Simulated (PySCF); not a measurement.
**Working out the ionisation energy of O⁺**

O⁺ [He] 2s2 2p3 (4S) → O²⁺ [He] 2s2 2p2 (3P). All numbers are calculated (PySCF 2.14, the spin-free X2C one-electron Hamiltonian (Gaussian nucleus), in aug-cc-pCVTZ-DK). Frozen: nothing. Energies in hartree (1 hartree = 27.21139 eV):

```csv
part,O⁺ (lower),O²⁺ (upper)
UHF,-74.423423,-73.153752
CCSD correlation,-0.169156,-0.150829
(T),-0.001951,-0.001662
```

Question: What does Hartree-Fock give?

Answer: (-73.153752) − (-74.423423) = 1.269671 hartree = 34.550 eV.

Question: What do CCSD and CCSD(T) give?

Answer: The CCSD correlation energies differ by 0.018327 hartree = 0.499 eV and the triples by 0.000289 hartree = 0.008 eV, so CCSD gives 35.049 eV and CCSD(T) 35.057 eV.

A first-order spin-orbit estimate adds -0.027 eV to CCSD(T) (valence and next inner shell), giving 35.030 eV against 35.121 eV (measured; NIST Atomic Spectra Database, ionization energies).

What remains against the reference includes basis incompleteness and higher excitations.
